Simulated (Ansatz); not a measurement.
Consider the formal exchange of groups at the Sn–O bond: `O[Si](O)(O)[O][Sn]([Cl])([Cl])[Cl]` + `CCI` → `[Cl][Sn]([Cl])([Cl])[I]` + `CCO[Si](O)(O)O`.

Computed with Ansatz on PBE0-D4/def2-TZVP structures; ΔE is electronic, products minus reactants. CBS: MP2 limit from def2 TZ/QZ plus the TZ coupled-cluster correction, frozen cores. Functionals use def2-TZVPP. B3LYP here is the variant with VWN-RPA as its local correlation; programs differ in this. def2 core potentials past Kr. For I, Sn outer-core shells are correlated without core-valence functions, which leaves a few kJ/mol of doubt a bond. One conformer a species, not always the lowest.

`O[Si](O)(O)[O][Sn]([Cl])([Cl])[Cl]`:

```xyz
12

O     1.111   -1.173   -1.664
Si    0.724   -0.775   -0.137
O    -0.751   -1.398    0.183
O     1.936   -1.313    0.808
O     0.516    0.824    0.121
Sn   -1.179    1.740    0.230
Cl   -2.206    1.270    2.221
Cl   -2.537    1.242   -1.543
Cl   -0.667    3.970    0.177
H     2.042   -1.191   -1.890
H    -0.989   -2.243   -0.200
H     2.001   -0.954    1.694
```

`CCI`:

Z-matrix (Å, degrees):
```
C
C 1 1.507
H 1 1.091 2 111.5
H 1 1.095 2 109.4 3 119.5
H 1 1.091 2 111.5 3 -121.0
I 2 2.149 1 112.1 3 60.5
H 2 1.088 1 112.7 3 178.4
H 2 1.088 1 112.7 3 -57.4
```

`[Cl][Sn]([Cl])([Cl])[I]`:

```xyz
5

Cl    2.084    0.327    0.940
Sn    0.018    0.024   -0.017
Cl   -1.069    2.046   -0.010
Cl    0.336   -0.602   -2.204
I    -1.368   -1.796    1.292
```

`CCO[Si](O)(O)O`:

Cartesian coordinates in Å:
```
C 2.094 0.150 0.695
C 0.785 -0.516 1.046
O -0.314 0.323 0.723
Si -1.232 0.162 -0.606
O -0.214 -0.037 -1.867
O -2.223 -1.135 -0.625
O -2.183 1.485 -0.677
H 2.155 0.327 -0.380
H 2.187 1.107 1.213
H 2.933 -0.485 0.991
H 0.698 -1.479 0.530
H 0.730 -0.715 2.121
H -0.585 -0.434 -2.656
H -3.037 -1.059 -0.125
H -1.793 2.308 -0.381
```

Question: Is it downhill or uphill in electronic energy at CCSD(T)/CBS, and by how much? (An estimate is asked.)

Answer: Computed: Downhill: ΔE = -4.4 kcal/mol.

Question: What do these levels give: r2SCAN-D4, B3LYP-D4, B3LYP, CCSD(T)/def2-TZVPP, HF/def2-QZVPP, HF/CBS(def2)? (Estimate.)

Answer: Computed: r2SCAN-D4 -6.2, B3LYP-D4 -7.4, B3LYP -8.0, CCSD(T)/def2-TZVPP -3.3, HF/def2-QZVPP -8.6, HF/CBS(def2) -8.5 kcal/mol.

Largest T1 diagnostic among the species: 0.012.

In def2-TZVPP, CCSD(T) changes the Hartree–Fock value by +5.5 kcal/mol (the triples alone add +0.9 kcal/mol) and MP2 by +5.3 kcal/mol. From PBE to PBE0 (25 % exact exchange), in def2-TZVPP and without D4, ΔE moves by −0.8 kcal/mol.
